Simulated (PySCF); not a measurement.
Pb(F)(I), SMILES [F][Pb][I] (FIPb) at its PBE0/def2-SVP optimised geometry (Å):

```
3

Pb    -1.2385    -1.0130     0.0000
F     -1.5918     1.0130     0.0000
I      1.5918    -1.0130     0.0000
```

Computed with PySCF with PBE0/def2-TZVP, def2 effective core potentials past Kr. The core electrons that the potentials of I, Pb replace are not part of the density.

Map of the LUMO amplitude (bohr^(-3/2)) on the plane z = 0.6 Å; orbital energy -3.11 eV, overall sign arbitrary:

```
|44444444444444444444444444444|
|44444444444444444444444444444|
|44444444444444444444444444444|
|44444444444444444444444444444|
|44444444444444444444444444444|
|44444444444444444444444444444|
|44444444444444444444444444444|
|44444444334444444444444444444|
|44444433333444444444444444444|
|44444432112344444444444444444|
|44444431002344444444444444444|
|44444432002444444444444444444|
|44444443334555544444333444444|
|44455555556666554433333334444|
|44555667778876654433223333444|
|45556678999987654322112333444|
|45556789998998764321111233444|
|45556789955899764321111233344|
|45556799844799764321111233344|
|45556789977998764321111233344|
|45556789999998765322112233444|
|45556678899887655432223333444|
|44555667777776654443333334444|
|44555566666666554444333444444|
|44455555666655554444444444444|
|44445555555555544444444444444|
|44444455555555444444444444444|
|44444444455444444444444444444|
|44444444444444444444444444444|
```
Scale: ten equal steps from -0.062 (start of '0') to 0.075 (end of '9'), in the order '0123456789'; x runs from -4.00 to 4.00, y from -4.00 (bottom) to 4.00 (top).
